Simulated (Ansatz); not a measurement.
**Ligand exchange: GeH2(CH3)F + GaH2I → GeH2(CH3)I + GaH2F**

Species: GeH2(CH3)F, singlet; GaH2I `[GaH2][I]`, singlet; GeH2(CH3)I, singlet; GaH2F `[F][GaH2]`, singlet. The partners trade F for I: Ge–F and Ga–I bonds give way to Ge–I and Ga–F.

Shapes, held fixed at every level: PBE0-D4/def2-TZVP. Programs: Ansatz 0.2.0. The zero-point and thermal change to 298 K, harmonic and unscaled (PBE0-D4/def2-TZVP), is -0.2 kJ/mol.

```csv
level,kind,ΔH(298 K) (kJ/mol),less CCSD(T)/def2-TZVPP
HF/def2-TZVPP,Hartree–Fock,+26.8,+10.5
r2SCAN0-D4/def2-TZVPP,global hybrid,+17.5,+1.2
wB97M-V/def2-TZVPP,range-separated hybrid,+15.4,-0.9
wB97X-V/def2-TZVPP,range-separated hybrid,+15.5,-0.8
MP2/def2-SVP,perturbation theory,+12.6,-3.7
CCSD/def2-SVP,coupled cluster or CI,+15.8,-0.5
CCSD/def2-TZVPP,coupled cluster or CI,+17.6,+1.3
CCSD(T)/def2-TZVPP,coupled cluster or CI,+16.3,0.0
```

The highest level, CCSD(T)/def2-TZVPP, gives ΔH(298 K) = +16.3 kJ/mol; the levels span +12.6 to +26.8. The column of differences is taken from that level and isn't an error. No measured value is set beside it here. For atoms past krypton def2 sets carry core potentials with scalar relativity. Relativity is left out for Ga, Ge. Outer-core shells of Ga, Ge, I are correlated, in sets that cover them unevenly.
